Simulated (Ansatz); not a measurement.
Consider the cleavage of the Si–Ga bond: `[NH2][GaH][SiH2]C=O` + H–F → `O=C[SiH2]F` + `[NH2][GaH2]`.

Computed with Ansatz on PBE0-D4/def2-TZVP structures; ΔE is electronic, products minus reactants. CBS: MP2 limit from def2 TZ/QZ plus the TZ coupled-cluster correction, frozen cores. This one scheme is used for every species. DFT in def2-TZVPP. For Ga outer-core shells are correlated without core-valence functions, which leaves a few kJ/mol of doubt a bond. Scalar relativity is left out up to krypton. One conformer a species, not always the lowest.

(1) Is it downhill or uphill in electronic energy at CCSD(T)/CBS, and by how much? (Best estimate.)

(2) What do these levels give: PBE0-D4, ωB97M-V, B2PLYP, PBE, PBE0, HF/def2-TZVPP, MP2/def2-TZVPP, SCS-MP2/def2-TZVPP, CCSD(T)/def2-TZVPP, SCS-MP2/def2-QZVPP, MP2/CBS(def2), CCSD/CBS(def2)? (Estimate.)

Largest T1 diagnostic among the species: 0.016.

Results:

(1) Ansatz gave: Downhill: ΔE = -101.5 kJ/mol.

(2) Ansatz gave: PBE0-D4 -87.8, ωB97M-V -111.6, B2PLYP -113.2, PBE -85.7, PBE0 -93.1, HF/def2-TZVPP -140.4, MP2/def2-TZVPP -107.4, SCS-MP2/def2-TZVPP -115.9, CCSD(T)/def2-TZVPP -103.8, SCS-MP2/def2-QZVPP -116.0, MP2/CBS(def2) -105.2, CCSD/CBS(def2) -107.0 kJ/mol.

The D4 term adds +9.1 kJ/mol with B3LYP and +5.3 kJ/mol with PBE0; it sums over pairs of atoms, weighted by their polarisabilities, and B3LYP, whose exchange is more repulsive, gets the larger term. In def2-TZVPP, CCSD(T) changes the Hartree–Fock value by +36.7 kJ/mol (the triples alone add +5.5 kJ/mol) and MP2 by +33.0 kJ/mol. From PBE to PBE0 (25 % exact exchange), in def2-TZVPP and without D4, ΔE moves by −7.4 kJ/mol.

B3LYP here is the variant with VWN-RPA as its local correlation; programs differ in this.
